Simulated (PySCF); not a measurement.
Species: SnH3(SiMe3), C₃H₁₂SiSn.
Bonds: Sn1–Si5, Si5–C6, Si5–C7, Si5–C8. Hydrogens: H2, H3, H4 on Sn1; H9, H10, H11 on C6; H12, H13, H14 on C7; H15, H16, H17 on C8.

Level of theory: PySCF 2.14.0, PBE0-D3(BJ)/def2-SVP geometry optimisation, gas phase, def2 core potentials past Kr.

How far are the bound atoms from Sn1?

4 atoms: H4 1.720 Å, H2 1.721 Å, H3 1.721 Å, Si5 2.577 Å. The nearest atom not counted as bound is C6, at 3.66 Å (others tie with it).

List the angles at Sn1.

| angle | degrees | distance of the outer atoms (Å) |
| --- | --- | --- |
| H4–Sn1–Si5 | 112.2 | 3.60 |
| H3–Sn1–Si5 | 112.0 | 3.59 |
| H2–Sn1–Si5 | 112.0 | 3.59 |
| H2–Sn1–H3 | 106.8 | 2.76 |
| H3–Sn1–H4 | 106.8 | 2.76 |
| H2–Sn1–H4 | 106.7 | 2.76 |

What is the shape at Sn1?

Tetrahedral: angles from 106.7° to 112.2°; τ4 = (360° − α − β)/141° = 0.96 with α and β the two widest (0 for a square, 1 for a tetrahedron).

What are the other bond lengths?

Si5–C6, Si5–C7, Si5–C8 1.885 Å; C6–H9 and 8 like bonds 1.102 Å.

Give some angles away from the centre.

Sn1–Si5–C6 109.0°, C6–Si5–C7 109.7°.

Charge 0, singlet. Whether it is a minimum is left open (no frequencies).

On one thread, AMD EPYC (x86_64), shared host, this took 2.8 min of wall time and 0.58 GiB of memory at its peak. These figures are those of the optimisation.
